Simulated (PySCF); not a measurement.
**Computed properties of Si(Cl)(OH)(SH)2 (ClH3OS2Si), SMILES O[Si](S)(S)Cl**

Si(Cl)(OH)(SH)2 (ClH₃OS₂Si), SMILES O[Si](Cl)(S)S. Geometry: B3LYP-D3(BJ)/def2-SVP. This is a generated structure with no PubChem entry under its InChIKey; it may be hypothetical. The values are those of a single conformer. All values are computed for the isolated molecule unless a solvent is named; none is compared with measurement here.

**Structure.** All 18 harmonic modes at B3LYP-D3(BJ)/def2-SVP (PySCF) are real, so it is a minimum. With heavy atoms numbered as in [OH:1][Si:2]([SH:3])([SH:4])[Cl:5], the shortest bond between them is O1–Si2 at 1.655 Å and the longest Si2–S3 at 2.136 Å.

**Vibrations.** The strongest infrared lines (harmonic, unscaled, degenerate partners summed) lie at 835 cm⁻¹ (257 km/mol, H 67 %, O 21 %, Si 11 %), 570 cm⁻¹ (183 km/mol, Si 61 %, Cl 22 %, S 13 %), 578 cm⁻¹ (131 km/mol, Si 59 %, S 27 %, H 10 %). The softest mode is at 121 cm⁻¹ and the zero-point energy is 22.5 kcal/mol.

**Electronic structure.** ωB97X/def2-TZVP (PySCF) places the frontier levels at -10.28 and 2.12 eV, a gap of 12.40 eV, and gives a dipole moment of 1.79 D and a mean polarisability of 74.2 bohr³. PBE/def2-TZVP (PySCF) at the same geometry gives -6.62 and -1.05 eV, so its gap is 6.83 eV narrower. An orbital gap is neither the optical nor the fundamental gap.

**Excitations.** TDDFT-PBE0/def2-SVPD (PySCF) has S1 at 6.20 eV (200 nm, f = 0.009, weak); the most intense of the 10 singlets computed lies at 7.06 eV (f = 0.03). T1 (TDA) is at 5.76 eV. TDDFT-PBE/def2-SVPD (PySCF) puts S1 at 5.55 eV. No vertical singlet excitation falls in the visible range (under 3.1 eV).

**NMR.** GIAO shifts at KT2/pcSseg-1 (PySCF) (non-relativistic, atoms alike by connectivity averaged): ¹H from 2.0 to 2.8 ppm against TMS; ²⁹Si at 25.8 ppm against TMS. Without spin–orbit terms, shifts of atoms bonded to Cl or Br come out too high.

**Solvation.** SMD-ωB97X/def2-SVP (PySCF) gives -6.2 kcal/mol in water, -9.7 kcal/mol in ethanol, -7.3 kcal/mol in chlorobenzene (1 M in both phases, gas-phase geometry); of these solvents ethanol holds the molecule best.
